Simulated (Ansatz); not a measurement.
C$_{2}$H$_{7}$FSn (`FC[CH2][SnH3]`), 11 atoms. The species carries charge 0 and has multiplicity 1. Correlated methods include outer-core shells of Sn, which these sets cover unevenly. Sn takes the def2 core potential. All runs use 4 threads of an AMD EPYC 9R45 on a shared host. Correlated methods freeze the cores.

(1) Give the basis size and wall time and peak host memory of each of these runs in Ansatz. RKS B3LYP-D4/def2-TZVPP energy and forces; RKS PBE0-D4/def2-TZVP frequencies; RKS r2SCANh-D4/def2-TZVPP energy; RKS ωB97X-V/def2-TZVPP energy; RHF-MP2/def2-QZVPP energy; RKS CAM-B3LYP-D4/def2-TZVPP energy; RHF-CCSD(T)/def2-TZVPP energy; direct RPA on PBE orbitals/def2-TZVPP energy; RKS PBE0-D4/def2-TZVP relaxation (7 steps); RHF-CCSD(T)/def2-SVP energy; RKS PBE0-D4/def2-QZVPP energy; RKS ωB97M-V/def2-QZVPP energy. (Estimate.)

Answers

(1) Computed: Other jobs shared the machine, so times are rough.

| level | job | functions | wall time | peak host memory (GiB) |
| --- | --- | --- | --- | --- |
| RKS CAM-B3LYP-D4/def2-TZVPP | energy | 241 | 1.1 s | 0.65 |
| RKS r2SCANh-D4/def2-TZVPP | energy | 241 | 1.5 s | 0.6 |
| RKS B3LYP-D4/def2-TZVPP | energy and forces | 241 | 1.5 s | 0.64 |
| RKS ωB97X-V/def2-TZVPP | energy | 241 | 2.2 s | 0.71 |
| RHF-CCSD(T)/def2-SVP | energy | 103 | 2.2 s | 0.56 |
| direct RPA on PBE orbitals/def2-TZVPP | energy | 241 | 2.5 s | 0.61 |
| RKS PBE0-D4/def2-QZVPP | energy | 463 | 3 s | 1.5 |
| RKS ωB97M-V/def2-QZVPP | energy | 463 | 6.5 s | 1.9 |
| RKS PBE0-D4/def2-TZVP | relaxation (7 steps) | 185 | 8.5 s | 0.47 |
| RHF-MP2/def2-QZVPP | energy | 463 | 9 s | 2.8 |
| RHF-CCSD(T)/def2-TZVPP | energy | 241 | 60 s | 5.3 |
| RKS PBE0-D4/def2-TZVP | frequencies | 185 | 63 s | 0.5 |

B3LYP here is the variant with VWN-RPA as its local correlation; programs differ in this.
